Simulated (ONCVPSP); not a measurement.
How hard is this Mg ONCV potential?

* Element: Mg
* Generator: ONCVPSP 4.0.1
* Type: optimised norm-conserving Vanderbilt (ONCV)
* Functional: PBE
* Relativity: scalar-relativistic
* Frozen core: [He]
* Valence charge: 10
* Reference configuration: 2s2 2p6 3s2
* Partial waves: 2s+3s: rc 1.10 bohr, ncon 5, nbas 9, qcut 13.6 1/bohr, 2 projectors; 2p: rc 1.30 bohr, ncon 4, nbas 8, qcut 12.6 1/bohr, 2 projectors, debl 0.6 Ha; d scattering state at 0.21 Ha: rc 1.10 bohr, ncon 5, nbas 9, qcut 9.5 1/bohr, local
* Local potential: the d channel
* Core correction: none

In the p channel the program set the typed energies aside and used -1.713, 0.250 Ha.

For each optimised wave give the share of its norm inside rc, the residual kinetic energy above qcut (Ha) and the cutoffs (Ha) for errors of 10, 1, 0.1 and 0.01 mHa per electron.

| wave | norm inside rc | residual KE | 10 mHa | 1 mHa | 0.1 mHa | 0.01 mHa |
| --- | --- | --- | --- | --- | --- | --- |
| 2s | 0.897 | 1.4e-07 | 32.9 | 52.8 | 66.5 | 77.0 |
| 3s | 0.024 | 3.8e-08 | 9.4 | 31.7 | 53.2 | 68.1 |
| 2p | 0.933 | 6.7e-08 | 44.1 | 53.9 | 61.8 | 68.3 |
| p projector 2 | 0.063 | 1.4e-07 | 36.9 | 49.1 | 59.2 | 67.5 |
| d projector 1 | 0.003 | 1.8e-06 | 2.2 | 9.4 | 23.1 | 35.8 |

The occupied waves need 54 Ha and 67 Ha for 1 and 0.1 mHa. Rows with under 1 % of the norm inside rc give no meaningful cutoff. Its largest configuration-test error is +354 meV.
